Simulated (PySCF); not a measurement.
How the functional moves excitation energies

Compound: C₂H₃F₃GeS.
SMILES: `FC(F)=[C](F)[GeH2][SH]`

Linear-response calculations in the def2-SVPD basis (PySCF; singlets by full response, triplets Tamm–Dancoff, core orbitals frozen in the response; HF means time-dependent Hartree–Fock). 'Strongest' is the level of largest summed f among the singlets computed (10 roots, of which the last may lack a degenerate partner); it can jump between rows when another state enters that window. S1 is the lowest singlet of each run and needn't be the same state throughout; f(S1) is that of one state. The structure is a single PBE0-D3(BJ)/def2-SVP conformer in the gas phase; no vibrational or solvent corrections. The LDA/def2-SVPD calculation is non-relativistic and has no spin–orbit coupling, an omission that weighs most on germanium.

```tsv
functional	kind	S1 (eV)	f(S1)	strongest (eV)	T1 (eV)	HOMO (eV)	gap (eV)	ionisation energy, ΔSCF (eV)
LDA	LDA	4.64	0.020	6.48	4.15	-6.41	4.43	9.69
PBE	GGA	4.78	0.023	6.40	4.05	-6.26	4.54	9.02
B3LYP	global hybrid, 20% exact exchange	5.23	0.027	5.90	4.15	-7.32	6.18	9.41
BHandHLYP	global hybrid, 50% exact exchange	5.81	0.026	6.87	4.13	-8.69	8.64	9.70
CAM-B3LYP	range-separated hybrid	5.63	0.026	6.62	4.15	-8.89	8.95	9.74
wB97X-D	range-separated hybrid	5.72	0.028	6.48	4.27	-9.40	10.21	9.72
LC-wPBE	range-separated hybrid	5.98	0.020	6.93	4.05	-10.25	11.43	10.03
HF	Hartree–Fock	6.43	0.006	7.56	3.80	-10.44	12.36	not settled
```

Task: What does PBE0 (global hybrid, 25% exact exchange) give?

Result: S1 (eV) 5.42, f(S1) 0.028, strongest (eV) 6.10, T1 (eV) 4.13, HOMO (eV) -7.55, gap (eV) 6.66, ionisation energy, ΔSCF (eV) 9.46. S1 runs from 4.64 eV (LDA) to 6.43 eV (HF), a spread of 1.79 eV, while the orbital gap spreads over 7.9 eV. Along PBE (0%), B3LYP (20%), PBE0 (25%), BHandHLYP (50%), HF (100%) S1 rises with the share of exact exchange. −ε(HOMO) comes closest to its own ΔSCF ionisation energy with LC-wPBE (+0.22 eV) and misses most with LDA (-3.28 eV). 'Not settled' means that the ion's SCF failed to converge or may have ended in another state than the lowest.
